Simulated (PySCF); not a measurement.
Gas-phase reaction: 4 SnH3F + SnF2 → 3 SnH4 + 2 SnF3

Method: PySCF energies plus ideal-gas RRHO corrections (1 bar). † marks an energy on the PBE0/def2-TZVP geometry and frequencies; other levels use their own. MP2 and CCSD(T) freeze the core. Open shells (unrestricted): SnF3 (multiplicity 2); the rest are closed-shell singlets. B3LYP is the form with VWN-RPA correlation. Sn: scalar-relativistic def2 core potential, no spin-orbit coupling. SnH3F, SnF3: computed as isolated molecules; such fragments, hydroxides, amides, oligomers or adducts are transient or little studied in the gas. MP2 isn't extrapolated to the basis-set limit; its ΔH°(298 K) is 196.5 kJ in def2-SVP and 230.6 kJ in def2-TZVPP. CCSD(T) isn't extrapolated to the basis-set limit; its ΔH°(298 K) is 208.8 kJ in def2-SVP and 220.4 kJ in def2-TZVPP. The harmonic model lacks anharmonicity and excited electronic states, which grow with temperature; levels with a mode under 35 cm⁻¹ are left out.

```json
[
 {"level": "B3LYP/def2-TZVP†", "ΔE electronic, kJ": "221", "ΔH°(298 K), kJ": "219", "ΔS°(298 K), J/K": "-23", "ΔG°(2000 K), kJ": "260"},
 {"level": "CCSD(T)/def2-SVP†", "ΔE electronic, kJ": "211", "ΔH°(298 K), kJ": "209", "ΔS°(298 K), J/K": "-23", "ΔG°(2000 K), kJ": "250"},
 {"level": "M06-2X/def2-TZVP†", "ΔE electronic, kJ": "218", "ΔH°(298 K), kJ": "216", "ΔS°(298 K), J/K": "-23", "ΔG°(2000 K), kJ": "257"},
 {"level": "MP2/def2-TZVPP†", "ΔE electronic, kJ": "233", "ΔH°(298 K), kJ": "231", "ΔS°(298 K), J/K": "-23", "ΔG°(2000 K), kJ": "272"},
 {"level": "PBE/def2-SVP", "ΔE electronic, kJ": "179", "ΔH°(298 K), kJ": "177", "ΔS°(298 K), J/K": "-17", "ΔG°(2000 K), kJ": "205"},
 {"level": "PBE0/def2-SVP†", "ΔE electronic, kJ": "202", "ΔH°(298 K), kJ": "200", "ΔS°(298 K), J/K": "-23", "ΔG°(2000 K), kJ": "241"},
 {"level": "PBE0/def2-TZVP", "ΔE electronic, kJ": "206", "ΔH°(298 K), kJ": "204", "ΔS°(298 K), J/K": "-23", "ΔG°(2000 K), kJ": "245"},
 {"level": "r2SCAN/def2-TZVP†", "ΔE electronic, kJ": "191", "ΔH°(298 K), kJ": "188", "ΔS°(298 K), J/K": "-23", "ΔG°(2000 K), kJ": "230"},
 {"level": "LDA/def2-TZVP†", "ΔE electronic, kJ": "202", "ΔH°(298 K), kJ": "199", "ΔS°(298 K), J/K": "-23", "ΔG°(2000 K), kJ": "241"}
]
```
ΔH° is lowest at PBE/def2-SVP and highest at MP2/def2-TZVPP†. No reference value is set beside these.
